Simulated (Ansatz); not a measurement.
CH₃Cl₃Ge⁺, that is GeMeCl3 with one electron fewer. The state is a doublet with charge 1. Geometry r2SCAN-D4/def2-SVP, that of the neutral singlet; atoms count from 1.

Cartesian coordinates in Å:
```
Ge 0.2387 -0.7032 0.3135
C -0.3315 0.9766 -0.4354
H -0.0657 1.7877 0.2572
H -1.4204 0.9535 -0.5826
H 0.1724 1.1297 -1.4001
Cl -0.2929 -2.3459 -0.9677
Cl -0.6715 -1.0487 2.2304
Cl 2.3709 -0.7497 0.5848
```

**Question.** Estimate the Mulliken populations from the PBE0/def2-TZVP orbitals of Ansatz.

**Answer.** 
| atom | charge (e) | spin (α − β) |
| --- | --- | --- |
| Ge1 | 0.71 | -0.03 |
| C2 | -0.36 | 0.20 |
| H3 | 0.22 | 0.00 |
| H4 | 0.22 | 0.00 |
| H5 | 0.22 | 0.00 |
| Cl6 | -0.01 | 0.28 |
| Cl7 | -0.01 | 0.28 |
| Cl8 | -0.01 | 0.28 |
Mulliken values depend strongly on the basis.

**Question.** Where does the spin sit?

**Answer.** Summed by element: Ge -0.03, C 0.20, H 0.01, Cl 0.83, of 1 unpaired in all. Largest on single atoms: Cl8 0.28, Cl7 0.28, Cl6 0.28.

**Question.** And the Mayer bond orders between heavy atoms (over 0.3)?

**Answer.** Ge1–C2 0.80 (1.93 Å); Ge1–Cl6 1.06 (2.15 Å); Ge1–Cl7 1.06 (2.15 Å); Ge1–Cl8 1.06 (2.15 Å).
